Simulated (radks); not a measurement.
Polarisability of the manganese ion Mn5+, [Ar] 3d2, at imaginary frequency. Method: non-relativistic Kohn-Sham, LDA (Slater exchange, Perdew-Wang correlation), spin-unpolarised, spherical densities, point nucleus; computed with a radial shooting solver on a logarithmic mesh with Libxc functionals. Response by self-consistent Sternheimer equations with the Hartree and adiabatic LDA kernel.

| w (hartree) | alpha1(iw) (bohr^3) |
|---|---|
| 0.00266 | 0.9339 |
| 0.0143 | 0.9338 |
| 0.0360 | 0.9337 |
| 0.0697 | 0.9330 |
| 0.118 | 0.9314 |
| 0.186 | 0.9278 |
| 0.280 | 0.9203 |
| 0.413 | 0.9051 |
| 0.605 | 0.8750 |
| 0.892 | 0.8174 |
| 1.35 | 0.7129 |
| 2.12 | 0.5448 |
| 3.59 | 0.3298 |
| 6.94 | 0.1389 |
| 17.5 | 0.03329 |

Static values: alpha1 = 0.9339 bohr^3 (0.1384 angstrom^3; uncoupled 1.331). C6 = 1.703, triple-dipole C9 = 1.146 atomic units. One-pole (London) frequency 4 C6 / (3 alpha1^2) = 2.603 hartree, against 3.057 for minus the highest occupied eigenvalue. The dipole shielding factor is 0.800, as the force sum rule N/Z = 0.800 demands.
